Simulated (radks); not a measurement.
Values are calculated unless marked as measured or tabulated.
Task: Species: the arsenic ion As+. Configuration: [Ar] 3d10 4s2 4p2. Level of theory: non-relativistic Kohn-Sham, LDA (Slater exchange, VWN5 correlation), spin-polarised, spherical densities, point nucleus; open shells are filled with parallel spins first; hard spherical wall at 12 bohr (a radial shooting solver on a logarithmic mesh with Libxc functionals). Some entries of the table are withheld. Estimate them.

| orbital | occ. | eigenvalue (eV) | r(max) (bohr) |
|---|---|---|---|
| 1s up | 1 | -11529.38 | 0.03066 |
| 1s down | 1 | -11529.28 | 0.03066 |
| 2s up | 1 | -1454.435 | 0.1739 |
| 2s down | 1 | -1454.379 | 0.1739 |
| 2p up | 3 | -1303.025 | 0.1378 |
| 2p down | 3 | -1302.937 | 0.1378 |
| 3s up | 1 | -192.8719 | 0.5316 |
| 3s down | 1 | -192.7393 | 0.5316 |
| 3p up | 3 | -141.7501 | 0.5250 |
| 3p down | 3 | -141.5956 | 0.5250 |
| 3d up | 5 | -51.7271 | 0.4742 |
| 3d down | 5 | -51.4896 | 0.4740 |
| 4s up | 1 | -23.7291 | 1.619 |
| 4s down | 1 | -22.1094 | 1.607 |
| 4p up | 2 | -14.1724 | (1) |
| 4p down | 0 | -12.5853 | (2) |
| 5s up | 0 | -4.9783 | 4.509 |
| 5s down | 0 | -4.5721 | 4.704 |
| 4d up | 0 | -3.6051 | 3.409 |
| 5p up | 0 | -2.9399 | 5.641 |
| 4d down | 0 | -2.8753 | 3.913 |
| 5p down | 0 | -2.6881 | 5.900 |

Result: 
(1) 4p up r(max) (bohr): 1.900
(2) 4p down r(max) (bohr): 1.898
